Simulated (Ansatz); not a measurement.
Relaxation of BClH5NO2 (10 atoms, charge 0, multiplicity 1), to a largest force component of 0.03 eV/Å in at most 50 steps.

Method: RHF/def2-SVP in Ansatz 0.2.0.

```xyz
10
Properties=species:S:1:pos:R:3
B -0.143 0.487 -0.482
N -0.090 -0.055 2.216
H -0.749 -0.244 2.950
H 0.828 -0.270 2.566
O 1.136 0.113 -0.582
H 1.264 -0.778 -0.864
Cl -1.463 -0.556 -1.120
O -0.441 1.748 -0.027
H -1.356 1.968 -0.101
H -0.113 0.952 2.018
```

Problem. Where does it end, and by what steps?

Solution. It converged. The force dipped under the threshold on the way, but the program's further checks kept it going. After 12 steps the energy has fallen by 0.090 eV; H10 moved furthest, 0.46 Å.

| step | energy less start (eV) | largest force component (eV/Å) | accepted |
| --- | --- | --- | --- |
| 0 | 0.0000 | 1.064 | yes |
| 1 | -0.0695 | 0.760 | yes |
| 2 | -0.0685 | 0.762 | no |
| 3 | -0.0708 | 0.931 | yes |
| 4 | -0.0825 | 0.319 | yes |
| 5 | -0.0888 | 0.058 | yes |
| 6 | -0.0893 | 0.037 | yes |
| 7 | -0.0896 | 0.026 | yes |
| 8 | -0.0728 | 0.747 | no |
| 9 | -0.0889 | 0.193 | no |
| 10 | -0.0899 | 0.038 | yes |
| 11 | -0.0897 | 0.081 | no |
| 12 | -0.0900 | 0.026 | yes |

```xyz
10
Properties=species:S:1:pos:R:3
B -0.151 0.542 -0.560
N -0.102 0.003 2.287
H -0.782 -0.307 2.960
H 0.761 -0.472 2.490
O 1.135 0.176 -0.634
H 1.272 -0.735 -0.834
Cl -1.449 -0.633 -1.008
O -0.472 1.816 -0.293
H -1.398 1.992 -0.279
H 0.059 0.984 2.444
```

The run took 12 s on 2 threads of Arm Neoverse V2, on a shared host, peak memory 0.18 GiB.
